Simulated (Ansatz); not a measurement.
Stepwise reaction of `[Cl][GeH2][Cl]` with ammonia, as a gas-phase model of exchange steps in deposition or etching. ΔE in kJ/mol; ΔG adds harmonic PBE0-D4 terms to CCSD(T)/CBS, at 1 bar.

Isolated molecules relaxed with PBE0-D4/def2-TZVP in Ansatz; ΔE leaves out vibrations. CCSD(T)/CBS adds triple-zeta CCSD(T) − MP2 to the extrapolated MP2 energy (def2 sets, frozen cores). This one scheme is used for every species. Functionals use def2-TZVPP. B3LYP here is the variant with VWN-RPA as its local correlation; programs differ in this. For Ge outer-core shells are correlated without core-valence functions, which leaves a few kJ/mol of doubt a bond. Scalar relativity is left out up to krypton. One conformer a species, not always the lowest.

```
step                                          reaction  PBE-D4  B3LYP-D4  ωB97M-V  CCSD(T)/CBS  ΔG(500 K)
   1  `[Cl][GeH2][Cl]` + NH₃ → `[NH2][GeH2][Cl]` + HCl    58.0      58.0     57.5         54.3       46.1
```

Task: Give the row of step 2, `[NH2][GeH2][Cl]` + NH₃ → `[NH2][GeH2][NH2]` + HCl. (An estimate is asked.)

Result: The calculation gave: 
| step | reaction | PBE-D4 | B3LYP-D4 | ωB97M-V | CCSD(T)/CBS | ΔG(500 K) |
| --- | --- | --- | --- | --- | --- | --- |
| 2 | `[NH2][GeH2][Cl]` + NH₃ → `[NH2][GeH2][NH2]` + HCl | 83.1 | 82.6 | 81.3 | 76.7 | 72.9 |

Task: By hand: ΔE of the 2 steps together at CCSD(T)/CBS.

Result: (54.3) + (76.7) = 131.0 kJ/mol, or 65.5 kJ/mol a step.

In ΔE each step is higher than the one before. All are uphill at CCSD(T)/CBS. ΔG lies between 46.1 and 72.9 kJ/mol a step. PBE-D4 differs from CCSD(T)/CBS by 3.7 to 6.4 kJ/mol a step. Isolated molecules leave out the surface, adducts and barriers. Largest T1 diagnostic: 0.010.
